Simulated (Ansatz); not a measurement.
`CO[Si@@H](N)[Si@@H](N)OC` and `CO[Si@@H](N)[Si@H](N)F` differ in one atom or group (the configuration at a centre changes too).

Ansatz, PBE0-D4/def2-TZVP geometries, multiplicity 1. Each molecule was computed in one conformer, which needn't be the lowest.

| property | `CO[Si@@H](N)[Si@@H](N)OC` |
| --- | --- |
| HOMO energy (PBE0/def2-TZVPP) / eV | -6.82 |
| HOMO–LUMO gap (ωB97M-V/def2-TZVPP) / eV | 10.51 |
| LUMO energy (PBE/def2-TZVPP) / eV | -0.85 |
| HOMO energy (ωB97M-V/def2-TZVPP) / eV | -8.96 |
| HOMO–LUMO gap (PBE0/def2-TZVPP) / eV | 6.79 |
| LUMO energy (ωB97M-V/def2-TZVPP) / eV | 1.55 |

(1) What does the change do to each property? (An estimate is asked.)

## Answers

(1) The calculation gave: 
```
                               property  `CO[Si@@H](N)[Si@H](N)F`  shift
     HOMO energy (PBE0/def2-TZVPP) / eV                     -7.41  -0.59
HOMO–LUMO gap (ωB97M-V/def2-TZVPP) / eV                     11.26   0.75
      LUMO energy (PBE/def2-TZVPP) / eV                     -0.82   0.03
  HOMO energy (ωB97M-V/def2-TZVPP) / eV                     -9.54  -0.58
   HOMO–LUMO gap (PBE0/def2-TZVPP) / eV                      7.43   0.64
  LUMO energy (ωB97M-V/def2-TZVPP) / eV                      1.72   0.17
```

With PBE0 the HOMO falls by 0.59 eV and the LUMO rises by 0.06 eV, so the gap widens by about 0.65 eV. PBE moves the HOMO by -0.56 eV and ωB97M-V by -0.58 eV.
